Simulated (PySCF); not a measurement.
# The 37-electron isoelectronic series, spin-free X2C

Calculated with PySCF 2.14 from differences of total energies of unrestricted determinants, without spin-orbit coupling. Each ion has its own even-tempered basis scaled to its charge (22s15p11d5f4g for the first); frozen: nothing. Ionisation energies in eV.

```tsv
ion	configuration	UHF	NIST (with spin-orbit, Breit and QED)
Ru⁷⁺	[Kr] 4d1 (2D)	110.01	110 ± 2.1 (t)
Rh⁸⁺	[Kr] 4d1 (2D)	134.01	135 ± 2.2 (t)
Cs¹⁸⁺	[Kr] 4d1 (2D)	474.74	476 ± 3 (t)
La²⁰⁺	[Kr] 4d1 (2D)	564.05	566 ± 4 (t)
Nd²³⁺	[Kr] 4d1 (2D)	711.23	714 ± 4 (t)
Dy²⁹⁺	[Kr] 4d1 (2D)	1052.8	1059 ± 4 (t)
Ho³⁰⁺	[Kr] 4d1 (2D)	1115.9	1122 ± 4 (t)
Hf³⁵⁺	[Kr] 4d1 (2D)	1457.6	1467 ± 5 (t)
Ir⁴⁰⁺	[Kr] 4d1 (2D)	1843.4	1857 ± 4 (t)
```

Q: Interpolate the row of Pm²⁴⁺.

A: configuration [Kr] 4d1 (2D); UHF 763.76; NIST (with spin-orbit, Breit and QED) 767 ± 4 (t).

Each ion has its own basis, which adds noise of up to about 0.1 % along the series.

NIST values marked (s) are semi-empirical, (t) theoretical. Open shells are high-spin determinants of the terms that Hund's rules give.

Spin-orbit coupling of the open shells is absent from the calculated values and included in NIST's; it grows fast with Z.
